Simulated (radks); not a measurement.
Results of a calculation; reference values are marked as such.
Coherent X-ray form factor from a spherical all-electron density. Level of theory: non-relativistic Kohn-Sham, PBEsol, spin-unpolarised, spherical densities, point nucleus (a radial shooting solver on a logarithmic mesh with Libxc functionals).

sin(theta)/lambda (1/angstrom),f0 (electrons)
0.05,14.626
0.1,13.641
0.15,12.356
0.2,11.072
0.25,9.966
0.3,9.086
0.4,7.861
0.5,6.991
0.6,6.217
0.8,4.757
1,3.548
1.25,2.522
1.5,1.929
2,1.406

The species is in the configuration that NIST lists as its ground one. Which atom or ion scatters so?

Answer. The sulfur ion S+, [Ne] 3s2 3p3. Extrapolating in s^2 from the first two rows gives f0(0) = 15.0, near the electron count 15; among species with that count, the fall with angle is slower the higher Z, and the table is that of Z = 16; from so few rows the species is fixed only to a neighbour or two.
